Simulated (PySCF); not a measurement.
C4H13PSi.
SMILES: `[SiH3]CP(CC)C`

Method: PySCF 2.14.0, density-fitted response routines, TDDFT CAM-B3LYP/def2-SVPD, vertical, gas phase, core orbitals frozen in the response. Geometry: GFN2-xTB, one conformer, isolated molecule. Torsions of this conformer, `[CH3:1][CH2:2][P:3]([CH3:4])[CH2:5][SiH3:6]`: C1–C2–P3–C4 75°, C2–P3–C5–Si6 -176°.

Each state is given a Gaussian of 0.4 eV full width at half maximum, with ε(max) = 2.175×10⁸ f / Δν̃ (Δν̃ the width in cm⁻¹). The width is an assumption, not a result. The curve ends short of the highest state used, and states not computed would add to its high-energy end.

(λ (nm), ε (L mol⁻¹ cm⁻¹)): (170.7, 12176), (172.2, 9463), (173.7, 6546), (175.2, 4078), (176.7, 2381), (178.2, 1492), (179.7, 1328), (181.1, 1753), (182.6, 2785), (184.1, 4365), (185.6, 6379), (187.1, 8605), (188.6, 10714), (190.1, 12338), (191.6, 13165), (193.1, 13041), (194.6, 12012), (196.1, 10307), (197.6, 8255), (199.1, 6182), (200.6, 4339), (202.1, 2860), (203.6, 1774), (205.1, 1038), (206.6, 574), (208.1, 301), (209.6, 150), (211.1, 71), (212.6, 32), (214.1, 14)

Question: Locate the maxima and give the states behind the curve.

Answer: 192 nm (6.45 eV), ε about 13000, made up of S1 (42%), S2 (41%) and S3 (17%) (ε in L mol⁻¹ cm⁻¹; maxima over ε = 5, shares over 10%). At its high-energy end, 7.26 eV, the curve is still rising (ε about 12000, from S5). The states used: S1 6.39 eV (f 0.088); S2 6.46 eV (f 0.081); S3 6.59 eV (f 0.045); S4 7.22 eV (f 0.0096); S5 7.35 eV (f 0.185); S6 7.58 eV (f 0.036); S7 7.66 eV (f 0.018); S8 7.86 eV (f 0.014).

Question: On this curve, what absorbance would a 10⁻⁴ mol/L sample give at 193 nm over a 1 cm path?

Answer: 193 nm is 6.424 eV, where ε is about 13000 L mol⁻¹ cm⁻¹, so A = ε c l ≈ 1.3 (Beer–Lambert, with the gas-phase spectrum and the assumed width).

Question: Coming from long wavelengths, where does ε first pass 100 L mol⁻¹ cm⁻¹?

Answer: At about 210 nm (5.89 eV), 0.50 eV below S1.

Question: What would ε be at 6.45 eV, the highest of these maxima, with half the width (0.2 eV)?

Answer: About 21800 L mol⁻¹ cm⁻¹ against 13200, a factor of about 1.7; a lone state at its own centre would give exactly 2.
